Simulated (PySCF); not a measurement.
Si(Cl)(Me)2(SH) (C2H7ClSSi), SMILES [Si](Cl)(C)(C)S. Geometry optimised at B3LYP-D3(BJ)/def2-SVP. One conformer was computed; it need not be the lowest.

Give the equilibrium geometry at B3LYP-D3(BJ)/def2-SVP (PySCF confirms it by a frequency run) as bond lengths and angles, and its point group. (Estimate from the structure and the level; the computed values follow.)

One answer among several that fit: point group Cs.
Atoms: C1 Si2 C3 S4 Cl5 H6 H7 H8 H9 H10 H11 H12. Bonded distances (Å): C1–Si2 1.870, C1–H6 1.103, C1–H7 1.100, C1–H8 1.102, Si2–C3 1.870, Si2–S4 2.163, Si2–Cl5 2.087, C3–H9 1.100, C3–H10 1.102, C3–H11 1.103, S4–H12 1.355. Bond angles (°): Si2–C1–H6 110.5, Si2–C1–H7 110.6, Si2–C1–H8 110.5, H6–C1–H7 108.3, H6–C1–H8 108.3, H7–C1–H8 108.7, C1–Si2–C3 112.1, C1–Si2–S4 111.6, C1–Si2–Cl5 108.6, C3–Si2–S4 111.6, C3–Si2–Cl5 108.6, S4–Si2–Cl5 104.1, Si2–C3–H9 110.6, Si2–C3–H10 110.5, Si2–C3–H11 110.5, H9–C3–H10 108.7, H9–C3–H11 108.3, H10–C3–H11 108.3, Si2–S4–H12 93.7.
Charge 0, spin multiplicity 1.
